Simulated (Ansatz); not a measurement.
Geometry optimisation, RKS B3LYP-D4/def2-SVP (Ansatz 0.2.0).

Input file:

```yaml
crystal:
  periodic: [false, false, false]
  atoms:
    - { symbol: Si, position_ang: [0.321239, 0.098207, -2.046851] }
    - { symbol: Cl, position_ang: [1.335195, -1.323158, -0.84581] }
    - { symbol: H, position_ang: [0.931567, 1.438991, -1.901985] }
    - { symbol: H, position_ang: [-1.134743, 0.064717, -1.777247] }
    - { symbol: H, position_ang: [0.561892, -0.38789, -3.435705] }
    - { symbol: H, position_ang: [-0.348423, 0.488329, 1.462057] }
    - { symbol: "N", position_ang: [-0.177038, 1.251425, 0.804394] }
    - { symbol: H, position_ang: [0.255786, -1.722141, 1.517163] }
    - { symbol: O, position_ang: [-0.354837, -1.629989, 2.265333] }
    - { symbol: H, position_ang: [0.705758, 1.673658, 1.09633] }
    - { symbol: H, position_ang: [-0.897216, 1.954621, 0.978875] }
    - { symbol: H, position_ang: [-1.19928, -1.906868, 1.883346] }
basis:
  gaussian: { orbitals: def2-SVP }
hamiltonian:
  xc: b3lyp
  dispersion: d4
relax:
  f_tol: 0.03
  max_steps: 50
output:
  orbitals: {}
```

Run as:

```bash
$ ansatz run input.yaml --threads 2 --pin off --max-ram 3072MiB --backend cpu --events-out ev --progress --plain --runs-dir out
```

Problem. Where does it end, and by what steps?

Solution. It converged. The force dipped under the threshold on the way, but the program's further checks kept it going. After 19 steps the energy has fallen by 0.081 eV; H4 moved furthest, 0.54 Å.

| step | energy less start (eV) | largest force component (eV/Å) | accepted |
| --- | --- | --- | --- |
| 0 | 0.0000 | 0.294 | yes |
| 1 | -0.0319 | 0.619 | yes |
| 2 | -0.0325 | 1.032 | yes |
| 3 | -0.0521 | 0.597 | yes |
| 4 | -0.0610 | 0.234 | yes |
| 5 | -0.0612 | 0.233 | yes |
| 6 | -0.0667 | 0.363 | yes |
| 7 | -0.0701 | 0.250 | yes |
| 8 | -0.0720 | 0.102 | yes |
| 9 | -0.0735 | 0.038 | yes |
| 10 | -0.0746 | 0.075 | yes |
| 11 | -0.0762 | 0.094 | yes |
| 12 | -0.0774 | 0.067 | yes |
| 13 | -0.0767 | 0.107 | no |
| 14 | -0.0788 | 0.019 | yes |
| 15 | -0.0800 | 0.049 | yes |
| 16 | -0.0801 | 0.114 | yes |
| 17 | -0.0806 | 0.068 | yes |
| 18 | -0.0807 | 0.032 | yes |
| 19 | -0.0808 | 0.011 | yes |

```xyz
12
Properties=species:S:1:pos:R:3
Si 0.233 0.120 -1.635
Cl 1.623 -1.075 -0.553
H 0.659 1.522 -1.867
H -1.187 -0.127 -1.275
H 0.385 -0.538 -2.978
H -0.319 0.420 1.291
N -0.009 1.172 0.660
H 0.232 -1.649 1.302
O -0.519 -1.462 1.892
H 0.868 1.538 1.034
H -0.694 1.929 0.706
H -1.272 -1.850 1.423
```

Time of the run: 50 s on 2 threads of Intel(R) Xeon(R) Platinum 8488C (Sapphire Rapids), on a shared host, peak memory 0.24 GiB.
